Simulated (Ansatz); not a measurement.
Species: CaF2 (charge 0, singlet). 
Geometry from a B3LYP-D3(BJ)/def2-TZVP (Ansatz, a first-principles code) optimisation:
```xyz
3

Ca     0.1079     0.1864     0.1914
F     -0.3681     1.2191    -1.4614
F      0.1283    -1.6332     1.0361
```

Quantity: vertical electron affinity (to the doublet state of charge -1; a negative value means that the extra electron is unbound and the number depends on the basis; each state is the SCF solution reached for its spin), in eV. Cores are frozen in the correlated levels unless marked. UHF or UKS for open shells. Spin-orbit coupling is left out. Frozen are the shells of the preceding noble gas and the d and f shells that filled before the atom's block. The outer core of K, Ca and their heavier congeners is not correlated, a term that matters for these elements. No relativistic terms. Anions need diffuse functions: def2-D sets add few. Basis-set limits of correlation are two-point, X^-3; Hartree-Fock from the larger set. [CCSD(T)-MP2]/basis is that difference in the basis named.

```json
[
 {"level": "HF/def2-SVPD", "program": "Ansatz", "vertical electron affinity (eV)": "0.36"},
 {"level": "r2SCAN/def2-TZVPD", "program": "Ansatz", "vertical electron affinity (eV)": "0.53"},
 {"level": "PBE0/def2-TZVPD", "program": "Ansatz", "vertical electron affinity (eV)": "0.60"},
 {"level": "BHLYP/def2-TZVPD", "program": "Ansatz", "vertical electron affinity (eV)": "0.54"},
 {"level": "CAM-B3LYP/def2-TZVPD", "program": "Ansatz", "vertical electron affinity (eV)": "0.63"},
 {"level": "wB97M-V/def2-TZVPD", "program": "Ansatz", "vertical electron affinity (eV)": "0.33"},
 {"level": "B2PLYP/def2-TZVPD", "program": "Ansatz", "vertical electron affinity (eV)": "0.50"},
 {"level": "MP2/def2-QZVPPD", "program": "Ansatz", "vertical electron affinity (eV)": "0.41"},
 {"level": "RI-MP2/CBS(def2-TZVPPD,def2-QZVPPD)", "program": "Ansatz", "vertical electron affinity (eV)": "0.41"},
 {"level": "SCS-MP2/def2-TZVPPD", "program": "Ansatz", "vertical electron affinity (eV)": "0.35"},
 {"level": "CCSD/def2-TZVPPD", "program": "Ansatz", "vertical electron affinity (eV)": "0.40"},
 {"level": "CCSD(T)/def2-TZVPPD", "program": "Ansatz", "vertical electron affinity (eV)": "0.41"},
 {"level": "CCSD(T)/def2-QZVPPD", "program": "Ansatz", "vertical electron affinity (eV)": "0.46"},
 {"level": "RI-MP2/CBS(def2-TZVPPD,def2-QZVPPD)+[CCSD(T)-MP2]/def2-QZVPPD", "program": "Ansatz", "vertical electron affinity (eV)": "0.45"}
]
```
